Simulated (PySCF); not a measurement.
C₃H₇Cl, singlet, at a GFN2-xTB geometry. Base run: CCSD(T)/cc-pVDZ (PySCF).

Input for PySCF:
```python
from pyscf import gto, scf, cc

mol = gto.M(
    atom='''
C    -1.02055701   -1.28725533   -0.13065687
C     0.02176933   -0.25340076   -0.51544017
C     1.44079751   -0.74391247   -0.29382119
Cl   -0.23996821    1.22887505    0.47224574
H    -0.90486744   -1.57237315    0.91239789
H    -0.90068124   -2.17296343   -0.75147442
H    -2.02400186   -0.89432939   -0.27405756
H    -0.11707049    0.06418317   -1.55229100
H     1.58762230   -1.02215721    0.74716960
H     1.62617283   -1.61516157   -0.91898074
H     2.16022644    0.02933705   -0.55143197
''',
    basis='cc-pvdz',
    verbose=4,
    max_memory=1800,
)

mf = scf.RHF(mol)
mf.kernel()

mycc = cc.CCSD(mf, frozen=8)
mycc.kernel()
et = mycc.ccsd_t()
print('E(CCSD(T)) = %.10f' % (mycc.e_tot + et))
```

Variants of this job, named by their change:

```csv
change,ΔE vs base (mEh),MP2 correlation (Eh),CC correlation without the perturbative part (Eh),basis functions,core-seconds (rough)
base,0.000,-0.57300,-0.62713,95,30
method = mp2,71.339,-0.57300,-,95,3
method = cisd,(withheld),-,-,95,10
method = ccsd,17.203,-0.57300,-0.62713,95,20
```

### Question
Complete the blanks.

### Answer

- method = cisd, ΔE vs base (mEh): 112.4
